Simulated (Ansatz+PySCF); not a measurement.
Values are calculated unless marked as measured or tabulated.
Input for PySCF 2.14.0:

```python
from pyscf import gto, scf, cc

mol = gto.M(atom="""
Be 0.000000 0.000000 0.000000
N 0.485100 0.646800 1.400350
""", basis='sto-3g', charge=0, spin=1)
mf = scf.UHF(mol)
mf.kernel()
mycc = cc.CCSD(mf, frozen=1).run()
et = mycc.ccsd_t()
print(mf.e_tot, mycc.e_corr, et, mycc.e_tot + et)
```

The script is written out from the run's settings.

Results

```yaml
Converged: yes
Reference_energy: -67.96967 hartree
CCSD_correlation_energy: -0.13947 hartree
Triples_correction: -0.01160 hartree
Total_energy: -68.12075 hartree
Spin_squared_of_the_determinant: 1.294
```

This is not the lowest solution: another run reaches a determinant 3.00 eV lower. Caution: large share of triples, a single reference is doubtful; the unrestricted determinant is spin contaminated; another reference gives a lower total.
